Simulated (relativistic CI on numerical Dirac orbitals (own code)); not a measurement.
# Ni³⁺ in a cubic cluster: 2p photoemission with charge transfer

Computed with a charge-transfer multiplet model of a cubic metal-ligand cluster with up to 3 ligand holes, Slater and spin-orbit integrals from Dirac-Coulomb-Breit ions, Slater integrals scaled by 0.8. The ground state mixes d7 with configurations of k ligand holes L, whose averages lie at kΔ + k(k − 1)U_dd/2; a core hole lowers each added d electron by U_cd. 300 K, Lorentzian 0.6 eV and Gaussian 0.8 eV FWHM.

Atomic integrals in eV (Slater integrals scaled, ζ unscaled), ground: F2dd 10.578, F4dd 6.603, zeta_d 0.089; with the core hole: F2dd 11.936, F4dd 7.492, zeta_d 0.124, zeta_core 11.400, F2cd 7.214, G1cd 5.576, G3cd 3.173.

Cluster parameters (eV): Δ = 1.4, U_cd = 7.5, 10Dq = 0.95, 10Dq(ligand) = 1.1, V(eg) = 3.35, V(t2g) = -1.41, final-state hopping factor = 1.

```
         Case   n_d    d7   d8L  d9L2  d10L3     S
U_dd = 5.6 eV  7.78  0.35  0.53  0.12   0.01  0.51
U_dd = 6.3 eV  7.76  0.36  0.53  0.11   0.00  0.51
  U_dd = 7 eV  7.74  0.37  0.53  0.10   0.00  0.52
U_dd = 7.7 eV  7.72  0.38  0.53  0.09   0.00  0.52
U_dd = 8.4 eV  7.70  0.39  0.53  0.08   0.00  0.52
```

Weights, n_d and S are thermal averages at 300 K. Binding energies count from the first peak over 30 % of the highest in each spectrum, which can be another peak from case to case. The parameters are a model scan and need not match a compound or its usual spin state. Peaks in eV (height, largest 100):
- U_dd = 5.6 eV: 0.0 (100), 9.4 (26), 17.7 (54), 27.0 (14)
- U_dd = 6.3 eV: 0.0 (100), 9.7 (23), 17.7 (53), 27.3 (12)
- U_dd = 7 eV: 0.0 (100), 10.0 (21), 17.8 (52), 27.7 (11)
- U_dd = 7.7 eV: 0.0 (100), 10.3 (19), 17.8 (51), 27.9 (10)
- U_dd = 8.4 eV: 0.0 (100), 10.5 (18), 17.8 (51), 28.2 (9)

For the case U_dd = 6.3 eV, Δ = 1.4 eV is smaller than U_dd = 6.3 eV, the charge-transfer side of the Zaanen-Sawatzky-Allen scheme. With the core hole the average of the configuration with one ligand hole lies at Δ − U_cd = -6.1 eV before mixing: the effective hopping of about 5.0 eV (from the holes of the mixed ground state) is comparable with this gap or larger, so the configurations mix strongly.
